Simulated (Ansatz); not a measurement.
Harmonic frequencies (cm⁻¹) at PBE0-D4/def2-TZVP from Ansatz: 112, 127, 128, 146, 173, 314, 349, 469, 602, 614, 636, 703, 778, 852, 861, 866, 1268, 1275, 1449, 1451, 1456, 1461, 2162, 2326, 3068, 3068, 3158, 3159, 3166, 3166.

(1) Which molecule is it?
A. `[SH][Ge]([SH])([Cl])[Cl]`
B. `C=[CH][GeH3]`
C. `[GeH3][GeH3]`
D. `[CH3][GeH]([CH3])[C]#N`

Results:

(1) D.
